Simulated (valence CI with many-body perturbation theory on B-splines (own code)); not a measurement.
The numbers below are computed, except where a source is named.
# Tl LXXVII in three bases

Level of theory: configuration interaction combined with many-body perturbation theory (CI+MBPT): three valence electrons over a frozen Dirac-Fock core [He], a basis of 9 s, 9 p, 8 d, 6 f, 3 g, 1 h functions for each j, with the one-electron correlation potential Σ1 (screened to all orders), the two-electron term Σ2, the three-electron term Σ3, Breit, model QED; selected single and double excitations, second order for the rest, scaled by the run's own slope (own B-spline code, finite nucleus).

The last digits are not significant, and no measured levels were compared; by estimate large intervals hold to a few tenths of a per cent, small ones and those within an open d or f shell to about a per cent.

The reference run has the lowest level (2s^2 2p1/2) J=1/2 and an ionisation energy of 23247.9 eV. Its largest variational space holds 8529 state functions.

Levels are named by their leading jj configuration (3d3/2^4 stands for four electrons in 3d with j = 3/2), which in mixed levels can hold well under half, so a name can repeat and another be missing. Letters in brackets count levels of one name in rising energy.

Changed runs:
A. basis 6 s, 6 p, 5 d, 3 f, 1 g
B. basis 5 s, 5 p, 4 d, 2 f

Excitation energies of the reference run in × 10³ cm⁻¹, and shifts in cm⁻¹:

```csv
Level,Reference,A,B
(2s 2p1/2^2) J=1/2,2573.0,-165,-443
(2s^2 2p3/2) J=3/2,17920,+109,-13
(2s 2p1/2 2p3/2) J=3/2 [a],19744,-136,-759
(2s 2p1/2 2p3/2) J=5/2,20086,+233,-54
(2s 2p1/2 2p3/2) J=1/2,20763,+109,-115
(2s 2p1/2 2p3/2) J=3/2 [b],20775,+196,+147
(2p1/2^2 2p3/2) J=3/2,23426,-167,-546
(2s 2p3/2^2) J=5/2,37806,+113,-437
(2s 2p3/2^2) J=1/2,38807,+35,-193
(2s 2p3/2^2) J=3/2,38812,+207,+37
(2p1/2 2p3/2^2) J=3/2,40887,-76,-731
(2p1/2 2p3/2^2) J=5/2,41068,+182,-120
Ionisation energy (eV),23247.9,+0.015,-0.051
```
